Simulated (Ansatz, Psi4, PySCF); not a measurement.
Pair of molecules: CH3F (SMILES CF) (first 5 atoms) with H2Se (SMILES [SeH2]); geometry from B3LYP-D3(BJ)/def2-TZVP, rigid monomers moved along the line of their centres of mass till F2···Se6 is 3.76 Å.
(charge 0, multiplicity 1):
```json
[
 {"atom": "C", "x (Å)": "-0.2437", "y (Å)": "-0.0948", "z (Å)": "-0.4001"},
 {"atom": "F", "x (Å)": "0.2533", "y (Å)": "-1.2218", "z (Å)": "0.2529"},
 {"atom": "H", "x (Å)": "0.4933", "y (Å)": "0.2345", "z (Å)": "-1.1332"},
 {"atom": "H", "x (Å)": "-1.1765", "y (Å)": "-0.3645", "z (Å)": "-0.8961"},
 {"atom": "H", "x (Å)": "-0.4196", "y (Å)": "0.6841", "z (Å)": "0.3418"},
 {"atom": "Se", "x (Å)": "-0.3020", "y (Å)": "-0.3465", "z (Å)": "3.8667"},
 {"atom": "H", "x (Å)": "0.2620", "y (Å)": "0.3286", "z (Å)": "5.0461"},
 {"atom": "H", "x (Å)": "1.0338", "y (Å)": "-0.6200", "z (Å)": "3.3231"}
]
```

Counterpoise-corrected where a basis set is named; no monomer relaxation. Rows marked so take none.

Correlated levels freeze the cores. Filled d and f shells under p-block atoms count as core. Rows in 3-21G, 6-31G* carry no dispersion term and start afresh at each structure (6-31G* with six Cartesian d functions); the Pople sets are all-electron and without relativity. MP2/6-31G* freezes PySCF's default core, which leaves 3d correlated.

Programs: Ansatz (a first-principles code) with Gaussian orbitals; Psi4 for SAPT; PySCF for 3-21G rows, 6-31G* rows, the dispersion terms. Each number belongs to the level named beside it.

| level | interaction energy (kcal/mol) |
|---|---|
| HF/3-21G (no counterpoise) | -1.30 |
| PBE-D3(BJ)/def2-TZVPPD | -1.60 |
| wB97X-V/def2-TZVPPD | -1.49 |
| wB97M-V/def2-TZVPPD | -1.41 |
| MP2/6-31G* | -0.97 |
| MP2/6-31G* (no counterpoise) | -1.94 |
| MP2/aug-cc-pVDZ | -1.36 |
| CCSD(T)/aug-cc-pVDZ | -1.33 |
| SAPT0/aug-cc-pVDZ | [?] |

Complete the blanks.


- SAPT0/aug-cc-pVDZ, interaction energy (kcal/mol): -1.53
